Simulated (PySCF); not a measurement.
H6Se, SMILES [SeH6].

The structure is a stationary point at B3LYP-D3(BJ)/def2-TZVP.

All values below come from M06-2X/def2-TZVPD (PySCF).

The molecule is in vacuum.

Computed frontier levels, gap, dipole moment and polarisability:
- highest occupied level = -7.91 eV
- lowest empty level = -0.95 eV
- orbital gap = 6.96 eV
- dipole moment = 0.00 D
- quadrupole, principal values (traceless, Buckingham form, about the centre of nuclear charge) = 0.00, 0.00, 0.00 D·Å
- mean static polarisability = 47.7 bohr³ (7.07 Å³)
- polarisability, principal values = 47.7, 47.7, 47.7 bohr³
